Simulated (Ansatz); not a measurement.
Total energies of Mo(NH)2(NH2)2 (MoN4H6) from Ansatz at PBE0-D4/def2-TZVP, gas phase (1 Eh = 27.2114 eV = 2625.5 kJ/mol). The reference geometry is relaxed at r2SCAN-D4/def2-SVP.

```xyz
11

Mo   -0.1923    0.0464   -0.0267
N    -1.4382   -1.1751   -0.0547
H    -2.3869   -1.5400   -0.1297
N    -0.7190    1.6953   -0.2470
H    -1.3862    2.4506   -0.3991
N     1.0366   -0.3584   -1.4875
H     1.5545    0.3435   -2.0091
H     1.1505   -1.2800   -1.9006
N     0.6614   -0.0512    1.7254
H     0.6551   -0.8766    2.3184
H     1.0645    0.7457    2.2107
```

| state | geometry | energy (Eh) |
| --- | --- | --- |
| charge 0 singlet | reference | -290.73953 |
| charge 1 doublet | reference | -290.43075 |
| free Mo atom (septet) | – | -68.10433 |
| free N atom (quartet) | – | -54.54382 |
| free H atom (doublet) | – | -0.50104 |

In the def2 sets Mo takes a core potential; there is no spin–orbit coupling.

Question: Work out the vertical ionisation energy to the doublet.

Answer: E(charge 1 doublet) − E(charge 0 singlet) = -290.43075 − (-290.73953) = 0.30878 Eh = 8.40 eV. For comparison, −ε of the highest occupied level is 6.58 eV at this level, 1.82 eV less.

Question: What is the binding energy per atom against free atoms?

Answer: Atoms: 1 × (-68.10433) + 4 × (-54.54382) + 6 × (-0.50104) = -289.28585 Eh. Binding: -289.28585 − (-290.73953) = 1.45368 Eh = 39.56 eV, or 3.60 eV for each of 11 atoms (no zero-point energy, no counterpoise term).
